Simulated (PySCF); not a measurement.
C4H6ClF, SMILES Cl[C@@H]1C[C@]1(C)F.

The structure is a stationary point at B3LYP-D3(BJ)/def2-SVP. The structure was generated by enumeration; whether it is a known compound was not checked.

Calculation: PySCF with PBE/def2-TZVP.

Computed frontier levels, gap, dipole moment and polarisability:
The highest occupied level comes out as -6.41 eV. The lowest empty level is -0.61 eV. The orbital gap is 5.80 eV and the dipole moment is 2.81 D. The quadrupole, principal values (traceless, Buckingham form, about the centre of nuclear charge) comes out as -3.74, 0.87, 2.86 D·Å and the mean static polarisability is 60.6 bohr³ (8.99 Å³). The polarisability, principal values is 51.9, 56.4, 73.6 bohr³.
